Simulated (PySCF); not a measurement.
sulfuric acid (H2O4S), SMILES O=S(=O)(O)O. Atoms are numbered in the order given.

```xyz
7

O     -0.6866    -1.0555     0.8622
S      0.0000     0.0000    -0.1690
O      1.1043    -0.6556    -0.8358
O     -1.1043     0.6556    -0.8358
O      0.6866     1.0555     0.8622
H      0.0031    -1.6878     1.1411
H     -0.0031     1.6878     1.1411
```
Charge 0, spin multiplicity 1.

The structure is a stationary point at TPSSh-D3(BJ)/def2-SVP. Other conformers were not sampled.

Two levels are set side by side: PBE/pcSseg-1 (PySCF) and B3LYP/pcSseg-1 (PySCF). GIAO shifts against H2O (¹⁷O), H2S (³³S), TMS (¹H) at the same level; non-relativistic, no solvent, atoms listed together averaged. Differences are taken from unrounded values.

| quantity | B3LYP | PBE | PBE minus B3LYP |
|---|---|---|---|
| δ(¹⁷O) of O1, O5 (ppm) | 233.4 | 238.0 | 4.7 |
| δ(³³S) of S2 (ppm) | 550.8 | 541.5 | -9.3 |
| δ(¹⁷O) of O3, O4 (ppm) | 253.1 | 259.3 | 6.2 |
| δ(¹H) of H6, H7 (ppm) | 5.55 | 5.43 | -0.12 |

Rough cost on one machine, each run with all the roots and properties that it gave: B3LYP against PBE within a factor of 2.
